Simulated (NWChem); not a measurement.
System: SiP2H6; SMILES P[SiH2]P

```xyz
9

Si     0.0000     0.0000    -0.8195
P     -1.9727     0.0000     0.3323
P      1.9727     0.0000     0.3323
H      0.0000     1.2186    -1.7043
H      0.0000    -1.2186    -1.7043
H     -1.5403    -1.0441     1.2280
H     -1.5403     1.0441     1.2280
H      1.5403     1.0441     1.2280
H      1.5403    -1.0441     1.2280
```
Atoms are numbered in this order, from 1.

Results from NWChem. Pople sets run with spherical d functions. Coordinates come from a PBE-D3(BJ)/def2-SVP optimisation. Level B3LYP/6-31G*: energy and gradient on several grids; changes count from the extra-fine grid, which is no exact limit either.

```json
[
 {"grid": "xcoarse", "size of the energy change (μHa)": "700", "largest change of a gradient component (μHa/bohr)": "3000"},
 {"grid": "coarse", "size of the energy change (μHa)": "70", "largest change of a gradient component (μHa/bohr)": "300"},
 {"grid": "medium", "size of the energy change (μHa)": "10", "largest change of a gradient component (μHa/bohr)": "100"},
 {"grid": "fine", "size of the energy change (μHa)": "< 10", "largest change of a gradient component (μHa/bohr)": "< 30"},
 {"grid": "xfine", "size of the energy change (μHa)": "< 10", "largest change of a gradient component (μHa/bohr)": "< 30"}
]
```
